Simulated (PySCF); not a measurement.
This PySCF input asks for the NMR shieldings of `InChI=1S/C2H4BNO2/c5-3(6)2-1-4-2/h1-2,5-6H/t2-/m1/s1`; the geometry comes from GFN2-xTB.

```python
import basis_set_exchange as bse
import numpy as np
from pyscf import gto, dft
from pyscf.prop import nmr

atoms = """
O    -1.574345   -0.721366   -0.945823
B    -0.678942   -0.251224   -0.044517
O    -0.998790    0.150000    1.210163
C     0.817833   -0.131522   -0.503232
C     1.761264    0.766200    0.167721
N     1.941886   -0.420924    0.486560
H    -2.485471   -0.798526   -0.659532
H    -1.910427    0.048138    1.485887
H     1.053429   -0.405363   -1.528884
H     2.082446    1.769241    0.309128
"""
names = dict.fromkeys(["O", "B", "C", "N", "H"], "pcSseg-1")
basis = {el: gto.basis.parse(bse.get_basis(n, elements=[el], fmt="nwchem")) for el, n in names.items()}
mol = gto.M(atom=atoms, basis=basis, charge=0, verbose=0)
mf = dft.RKS(mol, xc="PBE0")
mf.grids.level = 2
mf.grids.alignment = dft.numint.BLKSIZE   # the property module wants whole blocks of grid points
mf.conv_tol = 1e-9
mf.kernel()

calc = nmr.RKS(mf)   # GIAO
C = mf.mo_coeff
Co = C[:, mf.mo_occ > 0]
resp = mf.gen_response(singlet=True, hermi=2)
def vind(x):   # induced exchange potential for any number of trial vectors
    d = np.einsum("pi,xij,qj->xpq", C, 2 * x.reshape(-1, C.shape[1], Co.shape[1]), Co, optimize=True)
    return np.einsum("xpq,pi,qj->xij", resp(d - d.transpose(0, 2, 1)), C, Co, optimize=True).ravel()
mo1, _ = nmr.rhf.solve_mo1(calc, with_cphf=vind)
sigma = calc.kernel(mo1)
for i, s in enumerate(sigma):   # ppm
    print("%2d %-2s %9.2f" % (i, mol.atom_pure_symbol(i), np.trace(s) / 3))
```

Task: What does it print?

Result: 
```
 0 O     215.59
 1 B      72.82
 2 O     219.69
 3 C     172.85
 4 C      17.66
 5 N     -64.06
 6 H      28.29
 7 H      28.63
 8 H      31.03
 9 H      21.74
```

These numbers come from an equivalent density-fitted implementation of the same equations, which agrees with the script to about 0.01 ppm for H and up to a few tenths of a ppm for heavy atoms, so last digits may differ.

Size and cost of the density-fitted run: 122 basis functions, 10 s wall time on 1 thread of an Arm Neoverse V2, shared host; peak memory 0.54 GiB.
